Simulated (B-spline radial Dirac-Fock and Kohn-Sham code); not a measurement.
## Nb⁺ 3d5/2: cross section and angular parameters

System: the Nb⁺ ion, configuration [Kr] 4d4; threshold 217.9 eV (orbital energy of the model). The computed values come from a radial finite-basis atomic code: Dirac-Hartree-Slater photoionisation with a Latter tail; cross sections with all multipoles, angular parameters from the dipole term and its interference with E2.

For linearly polarised light dσ/dΩ = σ/(4π) [1 + β P₂(cos θ) + (δ + γ cos²θ) sin θ cos φ], with θ from the polarisation vector and φ the angle between the beam and the projection of the electron momentum on the plane normal to the polarisation.

```tsv
hν (eV)	σ (kb)	β	γ	δ
228	666	1.523	0.046	-0.001
259	2450	0.246	-0.011	0.003
300	2750	0.367	-0.028	0.008
428	1730	0.846	-0.022	0.020
429	1730	0.849	-0.021	0.020
584	890	1.080	0.030	0.030
585	?	?	?	?
816	379	1.196	0.131	0.041
844	346	1.202	0.144	0.042
958	244	1.218	0.195	0.047
1030	199	1.221	0.227	0.050
1830	34.3	1.145	0.520	0.082
2000	25.7	1.121	0.570	0.089
2984.4	6.61	0.991	0.800	0.131
5400	0.760	0.767	1.119	0.231
5414.7	0.752	0.766	1.121	0.232
6000	0.509	0.728	1.170	0.255
6410	0.394	0.703	1.201	0.272
6430	0.390	0.702	1.202	0.272
6850	0.305	0.679	1.231	0.289
8080	0.159	0.621	1.301	0.335
11900	0.0334	0.493	1.440	0.468
12000	0.0322	0.490	1.442	0.471
12700	0.0255	0.472	1.459	0.494
13000	0.0232	0.465	1.465	0.503
```

Problem. Give the values at 585 eV.

Solution. σ = 886 kb, β = 1.081, γ = 0.031, δ = 0.030.
